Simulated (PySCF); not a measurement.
Zn(Me) (CH3Zn), SMILES [CH3][Zn+], charge +1.

Geometry: B3LYP-D3(BJ)/def2-TZVP. The multiplicity is an assumed one; other spin states were not compared. The isomer is the one that the SMILES or the coordinates give; other isomers of the formula were not compared.

Computed with B3LYP-D3(BJ)/def2-TZVP (PySCF).

Frequencies are harmonic and unscaled.

Modes within 1.5 cm⁻¹ of each other (mostly degenerate sets) share a row, with their intensities summed.

Computed harmonic wavenumbers and intensities:
```
mode  ν (cm⁻¹)  IR (km/mol)  moving atoms (share of kinetic energy)
----  --------  -----------  --------------------------------------
1          442         19.4                 C 70 %, Zn 19 %, H 11 %
2–3        779         68.8                           H 90 %, C 9 %
4         1156         85.6                          H 86 %, C 14 %
5–6       1419          7.5                                  H 93 %
7         3065         16.2                                  H 99 %
8–9       3206         44.9                          H 90 %, C 10 %
```
